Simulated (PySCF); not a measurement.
# Static response to an electric field

Compound: C2H10OSSi3.
SMILES with atom numbers: `[CH2:1]=[CH:2][O:3][Si@@H:4]([SiH3:5])[S:6][SiH3:7]` (hydrogens: H8, H9 on C1; H10 on C2; H11 on Si4; H12, H13, H14 on Si5; H15, H16, H17 on Si7)

Cartesian coordinates in Å at the GFN2-xTB level; atoms count from 1:
```xyz
17
C2H10OSSi3 angstrom
C     -2.0012    1.6588    0.3284
C     -0.8400    1.6289   -0.2985
O      0.1403    0.7288   -0.1100
Si     0.1696   -0.6330    0.8091
Si    -1.4502   -2.1567    0.1791
S      2.1604   -1.3272    0.3860
Si     3.0299    0.2993   -0.7119
H     -2.7205    2.4253    0.1117
H     -2.2620    0.9277    1.0733
H     -0.5670    2.3643   -1.0465
H      0.2012   -0.2084    2.2135
H     -2.4819   -1.5184   -0.6507
H     -0.9319   -3.2958   -0.5787
H     -2.1342   -2.6799    1.3647
H      2.9559    1.5127    0.0898
H      4.3972   -0.1581   -0.8905
H      2.3272    0.4437   -1.9799
```

Level: wB97X-D/def2-SVPD (PySCF), static field, nuclei fixed, core orbitals frozen in the response. The polarisability tensor in these axes (au):

```
x   153.69   3.71  -9.80
y     3.71 127.64  -4.52
z    -9.80  -4.52 108.05
```

Q: What are the eigenvalues, a third of the trace, and Δα (Δα² = ½Σ(αi − αj)² over the three pairs)?

A: Principal values 105.41, 127.53 and 156.43 au; mean 129.79 au = 19.23 Å³ = 21.40 × 10⁻⁴⁰ C²·m²/J; Δα = 44.31 au (34 % of the mean).

Q: What is the dipole moment, and where does it point?

A: (-1.32, 1.16, -0.40) D, 1.80 D in size, pointing from the negative to the positive side. Measured along this direction, the outermost atoms are H16 at the negative end and H8 at the positive end.

Q: In TDDFT the mean static polarisability is Σ f/ω² over all singlet excitations (ω in hartree). How much of it do the 8 lowest give? Their energies (eV) and oscillator strengths: 5.26, 0.0092; 5.83, 0.0095; 5.89, 0.0006; 6.34, 0.0107; 6.49, 0.0040; 6.72, 0.0293; 6.95, 0.1971; 7.05, 0.0301.

A: They add up to 4.69 au, 3.6 % of the 129.79 au; the largest single term is 3.02 au, from the state at 6.95 eV. Terms in order: 0.25, 0.21, 0.01, 0.20, 0.07, 0.48, 3.02, 0.45 au. Higher excitations give the rest. The strengths listed sum to 0.290.

Q: How large is μ²/3kT at 298 K beside α?

A: In Gaussian units μ²/3kT = 26.31 Å³ against 19.23 Å³, a ratio of 1.37; the Debye molar polarisation (4π/3)N_A(α + μ²/3kT) is 114.9 cm³/mol, leaving out the vibrational part.

Q: Find the Langevin capture rate constant for O2+ (31.990 u) meeting this molecule (165.976 u), k = 2.342 × 10⁻⁹ cm³/s × √(α in Å³ / reduced mass in u).

A: The reduced mass is 26.82 u, so k = 1.98 × 10⁻⁹ cm³/s. The formula leaves out the permanent dipole, which adds to the capture rate.

Isolated species at its GFN2-xTB geometry (one conformer only). GFN2-xTB frequencies show an imaginary mode (34i cm⁻¹), so this geometry is no minimum at that level.

The run behind these numbers computed excited states as well. Hardware: an Arm Neoverse N1 with one thread, no GPU, on a shared host. Cost: 2.0 min, 1.1 GiB resident at most.
